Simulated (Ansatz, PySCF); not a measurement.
Ga(Br)2(OH) (Br2GaHO), SMILES [OH][Ga]([Br])[Br]. Atoms are numbered in the order given.

```xyz
5

Ga     0.5760    -0.0611     0.0000
Br    -0.4400     1.9726     0.0000
Br    -0.6267    -1.9724     0.0000
O      2.3388    -0.1876     0.0000
H      2.7884     0.6654     0.0000
```
Charge 0, spin multiplicity 1.

Coordinates come from a PBE0-D3(BJ)/def2-SVP optimisation. The structure was generated by enumeration; whether it is a known compound was not checked. The values are those of a single conformer.

Two levels are set side by side: PBE-D3(BJ)/def2-SVP (Ansatz, an electronic-structure program) and PBE0-D3(BJ)/def2-SVP (Ansatz). Each level has its own optimised geometry; the coordinates shown are those of the second. Frequencies come from the Hessian of PySCF at each geometry. Differences are taken from unrounded values.

```tsv
quantity	PBE0-D3(BJ)
mean bond length (Å)	1.816
bond Ga1–Br2 (Å)	2.273
bond Ga1–Br3 (Å)	2.258
bond Ga1–O4 (Å)	1.767
bond O4–H5 (Å)	0.964
highest harmonic wavenumber (cm⁻¹)	3899
mean harmonic wavenumber (cm⁻¹)	757
zero-point energy (kcal/mol)	9.74
```

Task: What does PBE-D3(BJ) give, and how far is it from PBE0-D3(BJ)? (An estimate is asked for; the answer gives what the named calculation found.)

Result: 
| quantity | PBE-D3(BJ) | PBE-D3(BJ) minus PBE0-D3(BJ) |
|---|---|---|
| mean bond length (Å) | 1.835 | 0.019 |
| bond Ga1–Br2 (Å) | 2.294 | 0.021 |
| bond Ga1–Br3 (Å) | 2.278 | 0.019 |
| bond Ga1–O4 (Å) | 1.790 | 0.023 |
| bond O4–H5 (Å) | 0.977 | 0.013 |
| highest harmonic wavenumber (cm⁻¹) | 3714 | -184 |
| mean harmonic wavenumber (cm⁻¹) | 726 | -31 |
| zero-point energy (kcal/mol) | 9.35 | -0.40 |

GGA bonds tend to be longer and softer than those of functionals with exact exchange. Differences between two approximate levels are no errors against the true value.
